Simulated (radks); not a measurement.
Task: Charge is removed step by step from the 4d down level of the palladium ion Pd2+, starting from [Kr] 4d(up 5, down 3). Level of theory: scalar-relativistic Kohn-Sham, PBE, spin-polarised, spherical densities, finite nucleus; Fermi nuclear charge, rms radius 4.5318 fm (a radial shooting solver on a logarithmic mesh with Libxc functionals). At the starting occupation the eigenvalue is -26.524 eV. Estimate the energy to remove one whole electron from this level, the eigenvalue at the end, and how far E(n) bends from a straight line.

Result: Delta-SCF 33.285 eV; final eigenvalue -40.269 eV; the deviation from the straight line is -1.719 eV at 0.5 electron removed, the largest on the grid computed. Slater's transition state (half an electron removed) gives 33.233 eV. Integrating minus the eigenvalue over the occupation (Janak's theorem) gives 33.288 eV. In this scalar-relativistic scheme the density is built from large components alone, so the theorem holds only approximately. The mean slope of the eigenvalue, de/dn, is 13.7 eV per electron. Ionisation energy of Pd2+ in the NIST Atomic Spectra Database: 32.930 eV (semi-empirical).
